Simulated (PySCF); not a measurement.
**Stationary points of Be2S2**

All numbers come from PBE0/[Be def2-TZVP, S def2-TZVP], no relativity, density fitting, PySCF.

Relaxations began from a few typed shapes. The search is not exhaustive: other isomers or separated fragments can lie lower, and high-lying points may rest on an excited occupation.

Q: Order these stationary points by electronic energy, lowest first, in kJ/mol from the lowest minimum.
A. singlet C2v: Be–Be 1.984 Å, Be–S 1.928 Å (×2), S–S 2.148 Å; Be–Be–S 92.4° (×2), Be–S–S 87.6° (×2)
B. singlet C2v: Be–S 2.087 Å (×4), S–S 2.119 Å; Be–S–Be 54.8° (×2), Be–S–S 59.5° (×4), S–Be–S 61.0° (×2)
C. singlet D2h: Be–S 1.924 Å (×4); Be–S–Be 60.8° (×2), S–Be–S 119.2° (×2)

A: C (0.0), A (343.5), B (389.4).

Q: Which of them are minima?

A: By energy in kJ/mol, 0.0: minimum; 343.5: minimum; 389.4: saddle point, 1 imaginary mode.
